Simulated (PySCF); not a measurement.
Gas-phase reaction: 2 SbI3 + 6 Cl ⇌ 2 SbCl3 + 3 I2

Computed with PySCF and rigid-rotor harmonic-oscillator thermochemistry at 1 bar. † marks an energy on the PBE0/def2-TZVP geometry and frequencies; other levels use their own. MP2 and CCSD(T) freeze the core. Open shells (unrestricted): Cl (multiplicity 2, electronic degeneracy 6); the rest are closed-shell singlets. Spin-orbit splitting is ignored; it lowers the true energy and changes the entropy of Cl. I, Sb: scalar-relativistic def2 core potential, no spin-orbit coupling. MP2 isn't extrapolated to the basis-set limit; its ΔH°(298 K) is -921.7 kJ in def2-SVP and -1095.3 kJ in def2-TZVPP. CCSD(T) isn't extrapolated to the basis-set limit; its ΔH°(298 K) is -892.7 kJ in def2-SVP and -1047.3 kJ in def2-TZVPP. The harmonic model lacks anharmonicity and excited electronic states, which grow with temperature; levels with a mode under 35 cm⁻¹ are left out. Soft modes under 120 cm⁻¹ make the harmonic entropy rough for SbI3, SbCl3.

```tsv
level	ΔE electronic, kJ	ΔH°(298 K), kJ	ΔS°(298 K), J/K	ΔG°(1400 K), kJ
CCSD(T)/def2-TZVPP†	-1047	-1047	-351	-538
HF/def2-TZVP†	-673	-673	-351	-164
M06-2X/def2-TZVP†	-1148	-1148	-351	-638
MP2/def2-TZVPP†	-1095	-1095	-351	-586
PBE0/def2-QZVP†	-1137	-1137	-351	-628
PBE0/def2-SVP†	-1055	-1055	-351	-545
PBE0/def2-TZVP	-1126	-1126	-351	-616
LDA/def2-TZVP†	-1393	-1393	-351	-884
```
ΔH° is lowest at LDA/def2-TZVP† and highest at HF/def2-TZVP†. No reference value is set beside these.
